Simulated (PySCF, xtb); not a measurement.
H3NbO4, SMILES [O]=[Nb]([OH])([OH])[OH], multiplicity 1. The values are those of a single conformer.

Harmonic wavenumbers (cm⁻¹) from GFN2-xTB run with xtb 6.7.1 at its own minimum, in rising order: 123, 123, 183, 187, 188, 350, 351, 356, 397, 437, 438, 533, 575, 575, 797, 3576, 3577, 3584.

What does PBE-D3(BJ)/def2-SVP run with PySCF 2.14.0 give at its own minimum? (The exact figures need the calculation; the answer reports its results.)

184, 184, 192, 192, 193, 305, 320, 320, 487, 487, 496, 688, 722, 722, 986, 3776, 3776, 3781. Paired by order, the mean absolute difference is 94 cm⁻¹ and the zero-point energies are 23.4 and 25.5 kcal/mol.
